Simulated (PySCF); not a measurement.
PySCF input for B(F)(Me)(SeH) (CH₄BFSe), SMILES [SeH]B(F)C, PBE0-D3(BJ)/def2-SVP. Geometry: PBE0-D3(BJ)/def2-SVP. The structure was generated by enumeration, and PubChem lists no compound with its InChIKey, so it may never have been made. One conformer was computed; it need not be the lowest.

```python
import numpy as np
from pyscf import gto, scf, dft, df
from pyscf.hessian import thermo

mol = gto.M(
    atom='''
    B    -0.12537093    0.92731117   -0.00000000
    F    -1.37711610    1.38122420    0.00000000
    C     1.05495672    1.95028127   -0.00000000
    H     0.96147547    2.60694929   -0.88177580
    H     2.05671000    1.50279666   -0.00000000
    H     0.96147547    2.60694929    0.88177580
    Se    0.03551349   -1.01389976    0.00000000
    H     1.50403969   -1.01336453   -0.00000000
    ''',
    basis='def2-SVP',
    charge=0,
    spin=0,
    max_memory=1600,
    verbose=3,
)
mf = dft.RKS(mol, xc='pbe0').density_fit(auxbasis='def2-universal-jkfit')
mf.disp = 'd3bj'
mf.grids.level = 3
mf.conv_tol = 1e-11
mf.max_cycle = 100
mf.kernel()

# [left out here: the lines that compute and print the analytic Hessian (its translational invariance restored by hand, since the grid's response is missing), thermochemistry and intensities]
```

Log of the run:

```
converged SCF energy = -2565.97588659169

WARN: DFTD3 does not support analytical Hessian, using finite difference


WARN: Mole.unit (angstrom) is changed to Bohr

Mode                                 0                   1                   2
Irrep
Freq [cm^-1]                       67.6628            253.8640            301.9255
Reduced mass [au]                   1.0426              3.4164              8.2570
Force const [Dyne/A]                0.0028              0.1297              0.4435
Char temp [K]                      97.3517            365.2538            434.4035
Normal mode                   x     y     z       x     y     z       x     y     z
       0   B                -0.00  0.00  0.03    0.11  0.00 -0.00   -0.04  0.01 -0.00
       1   F                -0.00 -0.00  0.03    0.08 -0.07  0.00    0.02  0.17  0.00
       2   C                 0.00 -0.00 -0.00   -0.02  0.16 -0.00   -0.07  0.05  0.00
       3   H                 0.28 -0.41 -0.34   -0.15  0.14  0.00   -0.15  0.05  0.00
       4   H                -0.00 -0.00  0.49    0.06  0.34  0.00   -0.03  0.16  0.00
       5   H                -0.28  0.41 -0.34   -0.15  0.14 -0.00   -0.15  0.05 -0.00
       6  Se                 0.00  0.00 -0.01   -0.03 -0.01 -0.00    0.01 -0.05  0.00
       7   H                 0.00  0.00  0.02   -0.03 -0.19 -0.00    0.01  0.08 -0.00
Mode                                 3                   4                   5
Irrep
Freq [cm^-1]                      326.2284            445.1483            530.5624
Reduced mass [au]                   1.1188              2.2217              3.5368
Force const [Dyne/A]                0.0702              0.2594              0.5866
Char temp [K]                     469.3700            640.4693            763.3612
Normal mode                   x     y     z       x     y     z       x     y     z
       0   B                 0.00  0.00  0.08    0.00  0.00  0.22   -0.02  0.13 -0.00
       1   F                 0.00  0.00  0.00    0.00  0.00 -0.07   -0.09 -0.01  0.00
       2   C                -0.00  0.00 -0.03   -0.00  0.00  0.01    0.11  0.12  0.00
       3   H                -0.14 -0.07 -0.07   -0.25 -0.18 -0.10    0.30  0.13 -0.01
       4   H                 0.00  0.00 -0.17    0.00  0.00 -0.21    0.01 -0.11 -0.00
       5   H                 0.14  0.07 -0.07    0.25  0.18 -0.10    0.30  0.13  0.01
       6  Se                 0.00 -0.00 -0.02   -0.00 -0.00 -0.00    0.00 -0.04  0.00
       7   H                -0.00 -0.00  0.89   -0.00 -0.00 -0.38    0.00 -0.06  0.00
Mode                                 6                   7                   8
Irrep
Freq [cm^-1]                      732.6729            837.5772            867.0949
Reduced mass [au]                   1.0835              1.7342              1.6189
Force const [Dyne/A]                0.3427              0.7168              0.7171
Char temp [K]                    1054.1531           1205.0871           1247.5565
Normal mode                   x     y     z       x     y     z       x     y     z
       0   B                -0.00  0.02  0.00    0.00  0.00  0.15   -0.00  0.02 -0.00
       1   F                -0.02  0.03 -0.00    0.00 -0.00 -0.02    0.09 -0.02  0.00
       2   C                -0.05 -0.02 -0.00   -0.00  0.00 -0.13   -0.13  0.05  0.00
       3   H                -0.01 -0.03 -0.01    0.32  0.34  0.12    0.27  0.02 -0.06
       4   H                -0.09 -0.12  0.00   -0.00 -0.00  0.27   -0.39 -0.52 -0.00
       5   H                -0.01 -0.03  0.01   -0.32 -0.34  0.12    0.27  0.02  0.06
       6  Se                 0.01  0.01 -0.00   -0.00 -0.00 -0.00   -0.00 -0.00  0.00
       7   H                 0.01 -0.95 -0.00   -0.00  0.00  0.02   -0.00  0.13 -0.00
Mode                                 9                  10                  11
Irrep
Freq [cm^-1]                     1080.8583           1282.6895           1372.1212
Reduced mass [au]                   3.5478              1.7933              3.5698
Force const [Dyne/A]                2.4420              1.7384              3.9599
Char temp [K]                    1555.1144           1845.5046           1974.1769
Normal mode                   x     y     z       x     y     z       x     y     z
       0   B                 0.05  0.24 -0.00   -0.14  0.07  0.00    0.21 -0.00 -0.00
       1   F                 0.02 -0.03  0.00    0.07 -0.03  0.00   -0.08  0.03  0.00
       2   C                -0.02 -0.08  0.00   -0.04 -0.09 -0.00   -0.10 -0.08 -0.00
       3   H                -0.29 -0.13 -0.00    0.21  0.28  0.23    0.21  0.16  0.14
       4   H                -0.04 -0.09  0.00    0.16  0.37  0.00    0.01  0.16  0.00
       5   H                -0.29 -0.13  0.00    0.21  0.28 -0.23    0.21  0.16 -0.14
       6  Se                -0.00 -0.01 -0.00    0.00 -0.00 -0.00   -0.00 -0.00  0.00
       7   H                 0.00  0.08  0.00   -0.00 -0.06  0.00    0.01  0.07 -0.00
Mode                                12                  13                  14
Irrep
Freq [cm^-1]                     1427.9275           1428.2597           2472.8158
Reduced mass [au]                   1.0682              1.0482              1.0205
Force const [Dyne/A]                1.2833              1.2598              3.6767
Char temp [K]                    2054.4697           2054.9477           3557.8314
Normal mode                   x     y     z       x     y     z       x     y     z
       0   B                 0.01 -0.04 -0.00    0.00 -0.00  0.02   -0.00 -0.00  0.00
       1   F                -0.00  0.00  0.00   -0.00  0.00 -0.00    0.00  0.00 -0.00
       2   C                 0.06 -0.01 -0.00    0.00 -0.00  0.06    0.00 -0.00 -0.00
       3   H                -0.28  0.40  0.34    0.47 -0.06 -0.05    0.00 -0.00 -0.00
       4   H                -0.15 -0.45  0.00   -0.00 -0.00 -0.71   -0.00  0.00 -0.00
       5   H                -0.28  0.40 -0.34   -0.47  0.06 -0.05    0.00 -0.00  0.00
       6  Se                -0.00  0.00  0.00   -0.00  0.00 -0.00   -0.01  0.00 -0.00
       7   H                 0.00  0.01  0.00    0.00  0.00 -0.01    0.99 -0.00  0.00
Mode                                15                  16                  17
Irrep
Freq [cm^-1]                     3054.0780           3136.1807           3187.0216
Reduced mass [au]                   1.0407              1.0980              1.1021
Force const [Dyne/A]                5.7193              6.3632              6.5955
Char temp [K]                    4394.1383           4512.2657           4585.4144
Normal mode                   x     y     z       x     y     z       x     y     z
       0   B                -0.00 -0.00  0.00   -0.00  0.00  0.00    0.00  0.00  0.00
       1   F                 0.00 -0.00  0.00    0.00 -0.00 -0.00    0.00 -0.00  0.00
       2   C                 0.02  0.05  0.00   -0.00 -0.00  0.09   -0.07  0.05  0.00
       3   H                 0.06 -0.37  0.51   -0.05  0.41 -0.53    0.01 -0.16  0.22
       4   H                -0.37  0.18 -0.00    0.00  0.00  0.01    0.79 -0.35 -0.00
       5   H                 0.06 -0.37 -0.51    0.05 -0.41 -0.53    0.01 -0.16 -0.22
       6  Se                 0.00  0.00  0.00   -0.00 -0.00  0.00   -0.00 -0.00 -0.00
       7   H                -0.00 -0.00 -0.00    0.00 -0.00 -0.00    0.00 -0.00 -0.00
temperature 298.1500 [K]
pressure 101325.00 [Pa]
Rotational constants [GHz] 8.62595 2.66008 2.05908
Symmetry number 1
Zero-point energy (ZPE) 0.05195 [Eh]   136402.328 [J/mol]
                           tot       elec      trans        rot        vib
Entropy [J/mol/K]       324.107      0.000    168.945    110.134     45.028
Cv [J/mol/K]             76.166      0.000     12.472     12.472     51.223
Cp [J/mol/K]             84.481      0.000     20.786     12.472     51.223
Internal energy [J/mol]                      3718.434   3718.434 143874.856
Internal energy [Eh]   -2565.91825  -2565.97589
Enthalpy [J/mol]                             6197.391   3718.434 143874.856
Enthalpy [Eh]          -2565.91731
Gibbs free energy [J/mol]                  -44173.657 -29118.144 130449.848
Gibbs free energy [Eh] -2565.95412
mode   freq/cm-1   IR/(km/mol)
   1       67.66         0.654
   2      253.86         0.184
   3      301.93         1.824
   4      326.23         5.025
   5      445.15         0.609
   6      530.56        15.320
   7      732.67        11.043
   8      837.58        17.083
   9      867.09         4.683
  10     1080.86       254.096
  11     1282.69       137.817
  12     1372.12       185.934
  13     1427.93         6.002
  14     1428.26         5.159
  15     2472.82        11.844
  16     3054.08         0.169
  17     3136.18         0.988
  18     3187.02         4.159
max |gradient| / (hartree/bohr): 0.00010437878719791201
APT charges: [ 1.1151 -0.6159 -0.3479  0.0394  0.0346  0.0394 -0.2617 -0.0032]
```

The run converged.
